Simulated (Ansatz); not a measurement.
Start from `[F][AlH][Br]` and change one atom or group to get `C[CH2][Al]([F])[Br]`.

Ansatz, PBE0-D4/def2-TZVP geometries, multiplicity 1. Each molecule was computed in one conformer, which needn't be the lowest.

Scalar relativity is left out up to krypton.

| property | `[F][AlH][Br]` |
| --- | --- |
| LUMO energy (PBE/def2-TZVPP) / eV | -2.04 |
| HOMO–LUMO gap (PBE/def2-TZVPP) / eV | 5.54 |
| HOMO energy (B3LYP/def2-TZVPP) / eV | -8.60 |
| HOMO–LUMO gap (ωB97M-V/def2-TZVPP) / eV | 11.44 |
| ideal-gas entropy at 298 K and 1 bar (rigid rotor, harmonic PBE0-D4/def2-TZVP) / J/(mol·K) | 294 |
| size of the dipole moment (ωB97M-V/def2-TZVPP) / D | 1.17 |

(1) Give the same properties after the change, and the shifts. (An estimate is asked.)

Results:

(1) Ansatz gave: 
| property | `C[CH2][Al]([F])[Br]` | shift |
| --- | --- | --- |
| LUMO energy (PBE/def2-TZVPP) / eV | -1.47 | 0.57 |
| HOMO–LUMO gap (PBE/def2-TZVPP) / eV | 5.58 | 0.04 |
| HOMO energy (B3LYP/def2-TZVPP) / eV | -8.11 | 0.49 |
| HOMO–LUMO gap (ωB97M-V/def2-TZVPP) / eV | 11.42 | -0.02 |
| ideal-gas entropy at 298 K and 1 bar (rigid rotor, harmonic PBE0-D4/def2-TZVP) / J/(mol·K) | 376 | 82 |
| size of the dipole moment (ωB97M-V/def2-TZVPP) / D | 2.22 | 1.05 |

The zero-point energy changes by 152.6 kJ/mol with +18 modes. Dipoles are sizes alone; their direction can turn. Modes under 60 cm⁻¹, often nearly free rotors, make the harmonic entropy too high.

B3LYP here is the variant with VWN-RPA as its local correlation; programs differ in this.

Spin–orbit coupling is left out; it splits and shifts lone-pair levels of the heavy atoms by tenths of an eV.
